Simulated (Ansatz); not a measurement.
Born–Oppenheimer molecular dynamics of GaH3O2 (6 atoms, charge 0, multiplicity 1). It starts at the highest image of a converged band. Of that band: Neighbouring images differ by up to 1.6 eV, so the band resolves the path poorly. A vibrational analysis at the climbing image gives one clearly imaginary mode, 1143i cm⁻¹: a first-order saddle point.

All numbers below come from RKS PBE-D4/def2-SVP (Ansatz 0.2.0).

```json
{
 "ensemble": "NVE (velocity Verlet)",
 "time step": "0.5 fs",
 "steps asked": "200",
 "starting velocities drawn for": "100 K",
 "seed": "5800"
}
```

First frame:

```xyz
6
Properties=species:S:1:pos:R:3
Ga -0.186 0.004 0.538
H 1.079 -0.095 1.578
O 1.749 -0.030 0.213
H 2.212 -0.801 -0.186
O -1.102 -0.433 -0.960
H -2.068 -0.443 -0.821
```

How far do the bonds stretch over the last three quarters of this one trajectory? (Pairs bonded in most of those frames.)


| bond | mean (Å) | spread (Å) | shortest | longest |
| --- | --- | --- | --- | --- |
| Ga1–O5 | 1.851 | 0.044 | 1.79 | 1.92 |
| H2–O3 | 1.032 | 0.114 | 0.85 | 1.21 |
| O3–H4 | 0.990 | 0.042 | 0.91 | 1.06 |
| O5–H6 | 0.976 | 0.003 | 0.97 | 0.98 |

Mean temperature of the second half: 2272 K. The conserved energy stayed within 2.4 meV per atom of its start (net change 1.8 meV per atom), so the integration is sound. The kinetic energy rose, since the run started high on the potential surface and went downhill. It ends in pieces (GaHO + H2O), so much of that is their flight and rotation, not heat. A run of 0.1 ps of so small a system gives no equilibrium averages. The orbitals stay closed-shell, which can raise the energy where a bond breaks towards radicals; this wasn't checked here.

Run time: 2.7 min on 1 thread of Intel(R) Xeon(R) 6975P-C (Granite Rapids) (shared host), peak memory 0.16 GiB.
